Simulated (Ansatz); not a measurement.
Mulliken charges of C$_{2}$H$_{3}$AlFN, SMILES `C#[C][Al]([NH2])[F]` from B3LYP/def2-TZVPP in Ansatz (PBE0-D4/def2-TZVP geometry).

```
atom   x (Å)   y (Å)   z (Å)  charge (e)
  C1  -0.927   2.336  -0.039       0.070
  C2  -0.256   1.330  -0.031      -0.579
 Al3   0.778  -0.255  -0.020       0.757
  N4   0.030  -1.837   0.035      -0.416
  F5   2.421  -0.156  -0.061      -0.360
  H6  -1.515   3.226  -0.045       0.251
  H7   0.525  -2.713   0.043       0.139
  H8  -0.965  -1.988   0.062       0.138
```

Question: By hand: the dipole of these point charges (1 e Å = 4.8032 D).

Answer: Σ q r = (-0.652, 0.179, 0.011) e Å, of length 0.676 e Å = 3.25 D.

Question: How does the dipole of the full density compare? (Estimate.)

Answer: Computed: (-0.434, -0.153, 0.014) e Å, 2.21 D; the point charges give 1.47 times that, at 35° from its direction.

Point charges leave out the atoms' own dipoles, such as those of lone pairs, and Mulliken's split depends on the basis, so the two needn't agree.

B3LYP here is the variant with VWN-RPA as its local correlation; programs differ in this.
